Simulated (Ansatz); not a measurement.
Input file for Ansatz (an electronic-structure program): R-CCSD(T)/aug-cc-pVDZ on CH2FN (a complex), monomers drawn apart or pushed together.

Ansatz 0.2 input:
```yaml
crystal:
  periodic: [false, false, false]
  atoms:
    - {symbol: F, position_ang: [-0.04811267, -0.99302390, -0.13729845]}
    - {symbol: H, position_ang: [0.03747627, -0.48044510, 0.64394619]}
    - {symbol: C, position_ang: [0.29421468, 1.04228824, 2.95475351]}
    - {symbol: N, position_ang: [0.18779117, 0.41505597, 2.00565239]}
    - {symbol: H, position_ang: [0.39367146, 1.62827703, 3.84135504]}
basis:
  gaussian:
    orbitals: aug-cc-pVDZ
magnetization: {spin_polarized: false}
correlation: {method: ccsd_t, electrons: outside_noble_gas}
scf: {lower_state_search: off}
```

Question: Predict the final total energy.

Answer: -193.4766 hartree (reference determinant -192.9277, T1 diagnostic 0.014).
